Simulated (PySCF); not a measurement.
## One molecule, a ladder of functionals, a line

Molecule: `InChI=1S/C3H8BFO/c4-6-2-1-3(6)5/h3H,1-2H2,4H3/t3-/m1/s1`.

Geometry:
```
atom   x (Å)   y (Å)   z (Å)
  B1   2.581   0.257   0.142
  O2   1.023   0.587   0.482
  C3   0.253   1.488  -0.357
  C4  -0.931   0.523  -0.307
  C5   0.022  -0.435   0.395
  F6  -0.347  -0.841   1.612
  H7   2.543  -0.126  -1.026
  H8   3.139   1.328   0.304
  H9   2.863  -0.608   0.952
 H10   0.148   2.468   0.126
 H11   0.744   1.584  -1.335
 H12  -1.745   0.837   0.360
 H13  -1.332   0.183  -1.268
 H14   0.412  -1.292  -0.175
```

GIAO shieldings (ppm, equivalent atoms averaged) in PySCF 2.14 on the PBE0-D3(BJ)/def2-SVP geometry, basis pcSseg-1, gas phase, non-relativistic:

| functional | exact exchange (%) | σ(B1) | σ(O2) | σ(C5) | σ(C3) |
| --- | --- | --- | --- | --- | --- |
| BLYP | 0 | 93.1 | 223.7 | 50.4 | 98.4 |
| BP86 | 0 | 96.3 | 230.3 | 55.8 | 103.3 |
| PBE | 0 | 95.9 | 229.7 | 56.3 | 103.9 |
| B3LYP | 20 | 97.5 | 236.5 | 58.3 | 104.3 |
| mPW1PW91 | 25 | 101.2 | 244.0 | 65.0 | 109.8 |
| BHandHLYP | 50 | 103.4 | 252.5 | 69.0 | 112.0 |
| HF | 100 | 113.4 | 276.0 | 86.6 | 124.4 |

Question: Fit each shielding as a line in the percentage of exact exchange.

Answer: σ(B1) = 95.1 + 0.18 x (rms 1.2 ppm); σ(O2) = 228.4 + 0.48 x (rms 2.5 ppm); σ(C5) = 54.1 + 0.32 x (rms 2.3 ppm); σ(C3) = 101.8 + 0.22 x (rms 2.0 ppm). The functionals also differ in their semilocal parts, which the line can't hold; Hartree–Fock has no correlation at all.

Question: What does the line predict for PBE0 (25 %), and what does the run give?

Answer: σ(B1): 99.6 predicted, 101.3 computed; σ(O2): 240.4 predicted, 244.7 computed; σ(C5): 62.1 predicted, 65.7 computed; σ(C3): 107.3 predicted, 110.7 computed ppm.
